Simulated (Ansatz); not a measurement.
One change: `C#CN(C)[SiH2]F` becomes `CN([SiH2]O)[SiH2]F`.

Ansatz, PBE0-D4/def2-TZVP geometries, multiplicity 1. Each molecule was computed in one conformer, which needn't be the lowest.

| property | `C#CN(C)[SiH2]F` |
| --- | --- |
| LUMO energy (B3LYP/def2-TZVPP) / eV | 0.21 |
| HOMO energy (PBE/def2-TZVPP) / eV | -5.46 |
| HOMO energy (ωB97M-V/def2-TZVPP) / eV | -8.83 |
| HOMO–LUMO gap (PBE/def2-TZVPP) / eV | 5.02 |
| HOMO–LUMO gap (PBE0/def2-TZVPP) / eV | 7.08 |
| size of the dipole moment (ωB97M-V/def2-TZVPP) / D | 1.74 |

(1) What does the change do to each property? (Best estimate.)

Answers

(1) The calculation gave: 
```
                                          property  `CN([SiH2]O)[SiH2]F`  shift
               LUMO energy (B3LYP/def2-TZVPP) / eV                  0.02  -0.19
                 HOMO energy (PBE/def2-TZVPP) / eV                 -6.42  -0.96
             HOMO energy (ωB97M-V/def2-TZVPP) / eV                -10.10  -1.27
               HOMO–LUMO gap (PBE/def2-TZVPP) / eV                  5.88   0.86
              HOMO–LUMO gap (PBE0/def2-TZVPP) / eV                  8.07   0.99
size of the dipole moment (ωB97M-V/def2-TZVPP) / D                  0.54  -1.20
```

With PBE0 the HOMO falls by 1.13 eV and the LUMO falls by 0.14 eV, so the gap widens by about 0.99 eV. PBE moves the HOMO by -0.96 eV and ωB97M-V by -1.27 eV. Dipoles are sizes alone; their direction can turn.

B3LYP here is the variant with VWN-RPA as its local correlation; programs differ in this.
